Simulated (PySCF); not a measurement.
# State search for BRh

Unrestricted PBE0; basis B x2c-TZVPPall, Rh x2c-TZVPPall; spin-free X2C with a Gaussian nucleus; PySCF 2.14. Outer shells of the fragments: B 2s2 2p1; Rh 4d8 5s1.

Followed along the bond (rough minima from three points):

```csv
2Ms+1,unpaired,⟨S²⟩ at the start,R at minimum (Å),Te (eV)
1,none,0.00,1.67,0.00
3,"σ ↑, δ ↑",2.02,1.76,0.80
1,"σ ↓, δ ↑",1.05,1.76,1.01
3,σ ↑↑,2.01,1.78,1.78
3,"σ ↑, π ↑",2.02,1.88,2.29
1,"σ ↑, π ↓",1.04,1.89,2.42
```

Solutions found at the starting distance of 1.990 Å, counted from the lowest of them; the search is not exhaustive and high or unbound solutions are not listed, so other states can lie among these:

```json
{"2Ms+1": "1", "unpaired": "none", "term": "¹Σ⁺", "E (eV)": "0.00", "⟨S²⟩": "0.00", "⟨Lz²⟩": "0.00", "μ (D)": "2.59"}
{"2Ms+1": "3", "unpaired": "σ ↑, δ ↑", "term": "³Δ", "E (eV)": "0.17", "⟨S²⟩": "2.02", "⟨Lz²⟩": "4.01", "μ (D)": "1.87"}
{"2Ms+1": "1", "unpaired": "σ ↓, δ ↑", "term": "mixed", "E (eV)": "0.39", "⟨S²⟩": "1.05", "⟨Lz²⟩": "4.01", "μ (D)": "1.71"}
{"2Ms+1": "3", "unpaired": "σ ↑↑", "term": "³Σ⁺", "E (eV)": "1.05", "⟨S²⟩": "2.01", "⟨Lz²⟩": "0.00", "μ (D)": "1.04"}
{"2Ms+1": "3", "unpaired": "σ ↑, π ↑", "term": "³Π", "E (eV)": "1.30", "⟨S²⟩": "2.02", "⟨Lz²⟩": "1.02", "μ (D)": "1.75"}
{"2Ms+1": "1", "unpaired": "σ ↑, π ↓", "term": "mixed", "E (eV)": "1.41", "⟨S²⟩": "1.04", "⟨Lz²⟩": "1.05", "μ (D)": "1.70"}
{"2Ms+1": "1", "unpaired": "π ↓, δ ↑", "term": "mixed", "E (eV)": "1.51", "⟨S²⟩": "1.32", "⟨Lz²⟩": "5.01", "μ (D)": "3.15"}
{"2Ms+1": "3", "unpaired": "π ↑, δ ↑", "term": "mixed", "E (eV)": "1.54", "⟨S²⟩": "2.13", "⟨Lz²⟩": "5.01", "μ (D)": "3.17"}
{"2Ms+1": "5", "unpaired": "σ ↑↑, π ↑, δ ↑", "term": "mixed", "E (eV)": "2.06", "⟨S²⟩": "6.02", "⟨Lz²⟩": "4.96", "μ (D)": "2.04"}
{"2Ms+1": "3", "unpaired": "δ ↑↑", "term": "³Σ⁻", "E (eV)": "2.28", "⟨S²⟩": "2.03", "⟨Lz²⟩": "0.00", "μ (D)": "1.58"}
```

A term symbol is given only where ⟨S²⟩ and ⟨Lz²⟩ are close to those of a pure state; real π, δ and φ orbitals otherwise mix terms. A positive dipole means B(−)Rh(+).

**Question.** Compare the gap between the two lowest followed solutions at the starting distance with the gap between their minima.

**Answer.** At PBE0 the second solution (triplet, unpaired electrons σ ↑, δ ↑) lies +0.17 eV from the first (singlet, closed shell) at 1.990 Å and +0.80 eV at the minima; the two curves relax by different amounts, since their minima lie near 1.76 and 1.67 Å.

Spin–orbit coupling is left out.
